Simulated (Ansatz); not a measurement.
Born–Oppenheimer molecular dynamics of C₂H₉BN₂ (14 atoms, charge 0, multiplicity 1). It starts at the highest image of a converged band. Of that band: The profile has 3 maxima (images 1, 4, 8) with wells between them (images 2, 5): this band takes more than one step, which may be the mechanism or a detour left from its start path. Neighbouring images differ by up to 1.9 eV, so the band resolves the path poorly. A vibrational analysis at the climbing image gives one clearly imaginary mode, 607i cm⁻¹, and a faint second one (25i cm⁻¹) that may be numerical noise or a soft torsion: probably a first-order saddle point.

All numbers below come from RKS B3LYP-D4/def2-SVP in Ansatz 0.2.0.

```json
{
  "ensemble": "NVE (velocity Verlet)",
  "time step": "0.5 fs",
  "steps asked": "200",
  "starting velocities drawn for": "100 K",
  "seed": "7910"
}
```

First frame:

```xyz
14
Properties=species:S:1:pos:R:3
B -1.562 0.230 -0.488
N 0.816 0.151 1.419
C 0.710 -0.943 2.338
N -0.955 0.426 -1.556
C -0.280 0.656 -2.768
H 0.922 0.001 0.429
H -2.203 0.035 0.481
H 0.766 1.107 1.734
H -0.245 -0.957 2.903
H 0.755 -1.892 1.782
H 1.527 -0.979 3.088
H -0.915 1.192 -3.495
H 0.632 1.263 -2.622
H 0.033 -0.291 -3.245
```

Problem. How far do the bonds stretch over the last three quarters of this one trajectory? (Pairs bonded in most of those frames.)

Solution. 
```csv
bond,mean (Å),spread (Å),shortest,longest
B1–N4,1.244,0.006,1.23,1.25
B1–H7,1.177,0.012,1.16,1.20
N2–C3,1.461,0.022,1.42,1.50
N2–H6,1.019,0.011,1.00,1.04
N2–H8,1.019,0.010,1.00,1.04
C3–H9,1.108,0.022,1.07,1.14
C3–H10,1.108,0.012,1.08,1.13
C3–H11,1.103,0.009,1.09,1.12
N4–C5,1.405,0.016,1.38,1.43
C5–H12,1.106,0.006,1.10,1.12
C5–H13,1.106,0.007,1.10,1.12
C5–H14,1.106,0.010,1.09,1.12
```

Mean temperature of the second half: 109 K. The conserved energy stayed within 0.066 meV per atom of its start (net change 0.028 meV per atom), so the integration is sound. A run of 0.1 ps of so small a system gives no equilibrium averages. The orbitals stay closed-shell, which can raise the energy where a bond breaks towards radicals; this wasn't checked here.

The run took 5.3 min on 2 threads of Intel(R) Xeon(R) 6975P-C (Granite Rapids), with other jobs on the host, peak memory 0.27 GiB.
